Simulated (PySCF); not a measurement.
Sn(Me)4 (C4H12Sn), SMILES [CH3][Sn]([CH3])([CH3])[CH3]. Heavy atoms are numbered as in [CH3:1][Sn:2]([CH3:3])([CH3:4])[CH3:5]. Hydrogens are named by the atom that carries them.

Geometry optimised at B3LYP-D3(BJ)/def2-SVP. The isomer is the one that the SMILES or the coordinates give; other isomers of the formula were not compared. The def2 effective core potentials stand for the cores of Sn; spin–orbit coupling is left out.

Computed with M06-2X/def2-TZVP in PySCF.

ESP charges are fitted to the potential on shells at 1.4 to 2.0 van der Waals radii. Atomic charges (e), one atom of each kind:

```
atom      ESP fit  Löwdin  Mulliken
--------  -------  ------  --------
C1 (CH3)    -0.84   -0.54     -0.70
Sn2          1.22    0.74      0.96
H on C1      0.18    0.12      0.15
```
